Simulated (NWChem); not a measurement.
System: C$_{2}$H$_{6}$Al cation; SMILES [CH3][Al+][CH3]

Input file for NWChem:

```
start job
memory heap 200 mb stack 900 mb global 1100 mb
charge 1
geometry units angstroms noautosym nocenter noautoz
  Al     0.000000     0.000000     0.000000
  C      0.000000     0.000000     1.926197
  H     -0.929354     0.439715     2.308431
  H      0.845481     0.584987     2.308431
  H      0.083872    -1.024702     2.308431
  C      0.000000     0.000000    -1.926197
  H     -0.845481    -0.584987    -2.308431
  H      0.929354    -0.439715    -2.308431
  H     -0.083872     1.024702    -2.308431
end
basis spherical
  * library 6-31g*
end
dft
  xc hfexch
  iterations 150
  mulliken
end
task dft energy
esp
  recalculate
  probe 0.07
  range 0.3
  factor 1.0
  spacing 0.02
end
task esp
```

Excerpt of the output:

```
             Northwest Computational Chemistry Package (NWChem) 7.3.0
             --------------------------------------------------------

                             Geometry "geometry" -> ""
                             -------------------------

 Output coordinates in angstroms (scale by  1.889725989 to convert to a.u.)

  No.       Tag          Charge          X              Y              Z
 ---- ---------------- ---------- -------------- -------------- --------------
    1 Al                  13.0000     0.00000000     0.00000000     0.00000000
    2 C                    6.0000     0.00000000     0.00000000     1.92619700
    3 H                    1.0000    -0.92935400     0.43971500     2.30843100
    4 H                    1.0000     0.84548100     0.58498700     2.30843100
    5 H                    1.0000     0.08387200    -1.02470200     2.30843100
    6 C                    6.0000     0.00000000     0.00000000    -1.92619700
    7 H                    1.0000    -0.84548100    -0.58498700    -2.30843100
    8 H                    1.0000     0.92935400    -0.43971500    -2.30843100
    9 H                    1.0000    -0.08387200     1.02470200    -2.30843100

 Effective nuclear repulsion energy (a.u.)      88.6439116393

  xc_inp: hfexch multiplicative factor not found.

                                 NWChem DFT Module
                                 -----------------

 Summary of "ao basis" -> "ao basis" (spherical)
 ------------------------------------------------------------------------------
       Tag                 Description            Shells   Functions and Types
 ---------------- ------------------------------  ------  ---------------------
 Al                          6-31g*                  8       18   4s3p1d
 C                           6-31g*                  6       14   3s2p1d
 H                           6-31g*                  2        2   2s

            General Information
            -------------------
          SCF calculation type: DFT
          Wavefunction type:  closed shell.
          No. of atoms     :     9
          No. of electrons :    30
           Alpha electrons :    15
            Beta electrons :    15
          Charge           :     1
          Spin multiplicity:     1
          Use of symmetry is: off; symmetry adaption is: off
          Maximum number of iterations: 150
          AO basis - number of functions:    58
                     number of shells:    32
          Convergence on energy requested:  1.00D-06
          Convergence on density requested:  1.00D-05
          Convergence on gradient requested:  5.00D-04

              XC Information
              --------------
                     Hartree-Fock (Exact) Exchange  1.000

      Superposition of Atomic Density Guess
      -------------------------------------

 Sum of atomic energies:        -320.16855423

 Renormalizing density from      31.00 to     30

      Non-variational initial energy
      ------------------------------

 Total energy =    -314.768035
 1-e energy   =    -596.058940
 2-e energy   =     192.646994
 HOMO         =      -0.656925
 LUMO         =      -0.326383

     ---------------------------------------------
      Total Density - Mulliken Population Analysis
     ---------------------------------------------

    Atom       Charge   Shell Charges
 -----------   ------   -------------------------------------------------------
    1 Al  13    11.90   2.00  2.00  6.00  1.02  0.64  0.12  0.02  0.08
    2 C    6     7.19   2.00  0.78  2.35  0.68  1.35  0.02
    3 H    1     0.62   0.43  0.20
    4 H    1     0.62   0.43  0.20
    5 H    1     0.62   0.43  0.20
    6 C    6     7.19   2.00  0.78  2.35  0.68  1.35  0.02
    7 H    1     0.62   0.43  0.20
    8 H    1     0.62   0.43  0.20
    9 H    1     0.62   0.43  0.20

   convergence    iter        energy       DeltaE   RMS-Dens  Diis-err
 ---------------- ----- ----------------- --------- --------- ---------
 d= 0,ls=0.0,diis     1   -320.7954426840 -4.09D+02  1.10D-02  7.10D-01
 d= 0,ls=0.0,diis     2   -320.8737197874 -7.83D-02  3.22D-03  8.92D-02
 d= 0,ls=0.0,diis     3   -320.8866912756 -1.30D-02  1.07D-03  2.90D-03
 d= 0,ls=0.0,diis     4   -320.8873118949 -6.21D-04  2.77D-04  7.25D-05
 d= 0,ls=0.0,diis     5   -320.8873408048 -2.89D-05  5.85D-05  2.51D-06
 d= 0,ls=0.0,diis     6   -320.8873418041 -9.99D-07  1.21D-05  1.24D-07
 d= 0,ls=0.0,diis     7   -320.8873418568 -5.27D-08  2.07D-06  4.61D-09

         Total DFT energy =     -320.887341856766
      One electron energy =     -611.796126765536
           Coulomb energy =      232.710440650562
    Exchange-Corr. energy =      -30.445567381102
 Nuclear repulsion energy =       88.643911639310

 Numeric. integr. density =        0.000000000000

                       DFT Final Molecular Orbital Analysis
                       ------------------------------------

 Vector   13  Occ=2.000000D+00  E=-7.426312D-01
              MO Center= -8.0D-13, -2.4D-13,  7.3D-12, r^2= 5.6D+00
   Bfn.  Coefficient  Atom+Function         Bfn.  Coefficient  Atom+Function
  ----- ------------  ---------------      ----- ------------  ---------------
    21      0.247611  2 C  px                41     -0.247611  6 C  px
    22     -0.185840  2 C  py                42      0.185840  6 C  py
    33     -0.184325  3 H  s                 55     -0.184325  8 H  s
    25      0.153081  2 C  px                45     -0.153081  6 C  px
    34     -0.125649  3 H  s                 56     -0.125649  8 H  s

 Vector   14  Occ=2.000000D+00  E=-7.156251D-01
              MO Center= -1.4D-15, -3.8D-15, -1.5D-13, r^2= 3.5D+00
   Bfn.  Coefficient  Atom+Function         Bfn.  Coefficient  Atom+Function
  ----- ------------  ---------------      ----- ------------  ---------------
     6      0.545595  1 Al s                 23     -0.266115  2 C  pz
    43      0.266115  6 C  pz                 2     -0.229715  1 Al s
    27     -0.153459  2 C  pz                47      0.153459  6 C  pz
    10      0.084904  1 Al s                 16      0.071307  1 Al d  0
    33     -0.064149  3 H  s                 35     -0.064150  4 H  s

 Vector   15  Occ=2.000000D+00  E=-6.203913D-01
              MO Center=  9.3D-16,  3.8D-16,  1.4D-13, r^2= 3.8D+00
   Bfn.  Coefficient  Atom+Function         Bfn.  Coefficient  Atom+Function
  ----- ------------  ---------------      ----- ------------  ---------------
     9      0.452769  1 Al pz                23     -0.328093  2 C  pz
    43     -0.328093  6 C  pz                27     -0.198670  2 C  pz
    47     -0.198670  6 C  pz                 5     -0.176668  1 Al pz
    33     -0.061829  3 H  s                 35     -0.061829  4 H  s
    37     -0.061829  5 H  s                 53      0.061829  7 H  s

 Vector   16  Occ=0.000000D+00  E=-1.353699D-01
              MO Center= -1.0D-14, -1.9D-14, -1.6D-14, r^2= 4.4D+00
   Bfn.  Coefficient  Atom+Function         Bfn.  Coefficient  Atom+Function
  ----- ------------  ---------------      ----- ------------  ---------------
    12      0.588565  1 Al py                11      0.434396  1 Al px
     8      0.369506  1 Al py                 7      0.272717  1 Al px
    36     -0.190891  4 H  s                 54      0.190891  7 H  s
    38      0.152017  5 H  s                 58     -0.152017  9 H  s
     4     -0.136494  1 Al py                 3     -0.100741  1 Al px

 Vector   17  Occ=0.000000D+00  E=-1.353699D-01
              MO Center= -3.6D-13,  2.6D-13, -4.1D-14, r^2= 4.4D+00
   Bfn.  Coefficient  Atom+Function         Bfn.  Coefficient  Atom+Function
  ----- ------------  ---------------      ----- ------------  ---------------
    11      0.588565  1 Al px                12     -0.434396  1 Al py
     7      0.369506  1 Al px                 8     -0.272717  1 Al py
    34      0.197978  3 H  s                 56     -0.197978  8 H  s
     3     -0.136494  1 Al px                38     -0.132654  5 H  s
    58      0.132654  9 H  s                  4      0.100741  1 Al py

[...]

                     NWChem Electrostatic Potential Fit Module
                     -----------------------------------------

 Atom parameters

 Number of atoms is                                    9
 Number of basis functions is                         58

 Grid parameters

 Maximum number of grid points is                  39401
 Number of grid points is                          39400
 Grid range                                     0.300000 nm
 Grid spacing                                   0.020000 nm
 Probe radius                                   0.070000 nm
 Atom radius factor                             1.000000

 Atomic radii

    1    0.100000
    6    0.147000
   13    0.195000
 FASTESP  F
  using M.O. file = ./job.movecs

    Atom              Coordinates                           Charge

                                                  ESP

    1 Al    0.000000    0.000000    0.000000    1.215036
    2 C     0.000000    0.000000    0.192620   -0.685498
    3 H    -0.092935    0.043972    0.230843    0.192329
    4 H     0.084548    0.058499    0.230843    0.192595
    5 H     0.008387   -0.102470    0.230843    0.192690
    6 C     0.000000    0.000000   -0.192620   -0.679120
    7 H    -0.084548   -0.058499   -0.230843    0.190693
    8 H     0.092935   -0.043972   -0.230843    0.190488
    9 H    -0.008387    0.102470   -0.230843    0.190788
                                            ------------
                                                1.000000

 Dipole moment                                  0.011424

 Quadrupole moment Qxx                         -1.628853
                   Qyy                         -1.623344
                   Qzz                          3.252197

 RMS deviation kJ/mol                           0.040485

 RRMS %                                         2.030860
```

Level: Hartree-Fock/6-31G* (spherical d). Structure relaxed at the B3LYP/6-31G* (spherical d) level.
